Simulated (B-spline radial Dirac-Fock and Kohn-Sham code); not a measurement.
Calculated with a radial atomic solver, using the Dirac equation of a negative muon with reduced mass in the field of a spherical finite nucleus, with the Uehling potential to all orders; nuclear polarisation, deformation, hyperfine structure, self-energy, higher-order vacuum polarisation, relativistic recoil and electron screening are left out. The nuclear charge is a Fermi distribution (skin thickness 2.3 fm).

Question: A muonic atom of atomic mass 170.94 u emits these computed lines: 2p3/2 → 1s1/2 5017 keV, 3d5/2 → 2p3/2 1826 keV, 4f7/2 → 3d5/2 661.6 keV, 5g9/2 → 4f7/2 304.5 keV. Which element is it, and what rms charge radius was used?

Answer: Thulium (Z = 69, nuclide ¹⁷¹Tm); the high transitions hardly feel the nucleus and fix Z. The 2p → 1s line lies 5943 keV below the value for a point nucleus without QED, which for this nuclear model gives a radius near 5.24 fm (5.2388 fm was used).
